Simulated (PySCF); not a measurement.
C2H6N, SMILES C[CH]N, multiplicity 2.

Geometry optimised at r2SCAN-D4/def2-TZVP. The isomer is the one that the SMILES or the coordinates give; other isomers of the formula were not compared. Other conformers were not sampled.

The numbers are results of M06-2X/def2-TZVPD (PySCF), not measurements.

Isolated molecule, no solvent.

Problem. Estimate the frontier levels, dipole moment and polarisability. (The exact figures need the calculation; the answer reports its results.)

Solution. 
```json
{
 "α spin, highest occupied and lowest empty level": "-5.35 and 0.64 eV",
 "β spin, highest occupied and lowest empty level": "-9.71 and 0.29 eV",
 "dipole_moment": "0.82 D",
 "quadrupole, principal values (traceless, Buckingham form, about the centre of nuclear charge)": "-5.63, 1.90, 3.73 D·Å",
 "mean_static_polarisability": "38.2 bohr³ (5.66 Å³)",
 "polarisability_principal_values": "33.1, 37.5, 44.0 bohr³",
 "⟨S²⟩": "0.755 (pure state 0.75)"
}
```
